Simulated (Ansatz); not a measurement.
Compare A (`C[C@H]1O[Si@H]1F`) with its isomer B (`C=C[SiH](O)F`).

Program: Ansatz. Geometries: PBE0-D4/def2-TZVP. ΔE: electronic, gas phase. CCSD(T)/CBS adds triple-zeta CCSD(T) − MP2 to the extrapolated MP2 energy (def2 sets, frozen cores). Functionals use def2-TZVPP. B3LYP here is the variant with VWN-RPA as its local correlation; programs differ in this. Each species was taken in one conformer, which may not be the lowest.

(1) Which isomer does CCSD(T)/CBS put lower? Give the gap. (Best estimate.)

(2) Give E(B) − E(A) in kJ/mol with PBE0-D4, CCSD/def2-TZVPP, B3LYP, B2PLYP, HF/def2-TZVPP, ωB97M-V, r2SCAN-D4. (An estimate is asked.)

Largest T1 diagnostic: 0.013.

Answers

(1) Computed: B, by 139.6 kJ/mol.

(2) The calculation gave: PBE0-D4 -120.3, CCSD/def2-TZVPP -141.8, B3LYP -136.8, B2PLYP -136.9, HF/def2-TZVPP -167.9, ωB97M-V -131.9, r2SCAN-D4 -122.1. None reverses the order clearly.

From PBE to PBE0 (25 % exact exchange), in def2-TZVPP and without D4, E(B) − E(A) moves by −8.1 kJ/mol. In def2-TZVPP, CCSD(T) changes the Hartree–Fock value by +29.5 kJ/mol (the triples alone add +3.4 kJ/mol) and MP2 by +34.4 kJ/mol.
